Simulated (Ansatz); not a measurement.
System: 3-methyl-2,5-dihydro-1H-silole, C₅H₁₀Si, net charge 0, singlet state. 
Structure (B3LYP-D3(BJ)/def2-TZVP (Ansatz, a program for electronic structure) minimum search):
SMILES: C1C[SiH2]CC=1C
```xyz
16

C      2.5183    -0.3663     0.0372
C      1.0263    -0.2365     0.0530
C      0.2006    -1.1896     0.4960
C     -1.2946    -0.9763     0.4773
Si    -1.4446     0.7638    -0.2592
C      0.4155     1.0531    -0.4639
H      2.9068    -0.2576    -0.9801
H      2.9833     0.4242     0.6342
H      2.8453    -1.3300     0.4288
H      0.5972    -2.1273     0.8745
H     -1.8008    -1.7363    -0.1251
H     -1.7226    -1.0492     1.4814
H     -2.0889     1.7362     0.6580
H     -2.1837     0.7939    -1.5456
H      0.7808     1.9124     0.1071
H      0.7098     1.2340    -1.5023
```
Charge 0, spin multiplicity 1.

Dipole moments at this geometry, in debye (magnitudes).

```tsv
level	program	dipole (D)
SVWN5/def2-TZVPD	Ansatz	0.73
PBE/def2-TZVPD	Ansatz	0.73
revPBE/def2-TZVPD	Ansatz	0.73
r2SCAN/def2-TZVPD	Ansatz	0.71
PBE0/def2-TZVPD	Ansatz	0.67
BHLYP/def2-TZVPD	Ansatz	0.58
r2SCANh/def2-TZVPD	Ansatz	0.69
r2SCAN0/def2-TZVPD	Ansatz	0.66
HSE06/def2-TZVPD	Ansatz	0.68
LC-wPBE/def2-TZVPD	Ansatz	0.62
wB97M-V/def2-TZVPD	Ansatz	0.63
wB97X-V/def2-TZVPD	Ansatz	?
CCSD(T)/aug-cc-pV(D+d)Z	Ansatz	?
```

**Question.** Some entries are withheld; supply them.

**Answer.** 
- wB97X-V/def2-TZVPD, dipole (D): 0.61
- CCSD(T)/aug-cc-pV(D+d)Z, dipole (D): 0.62
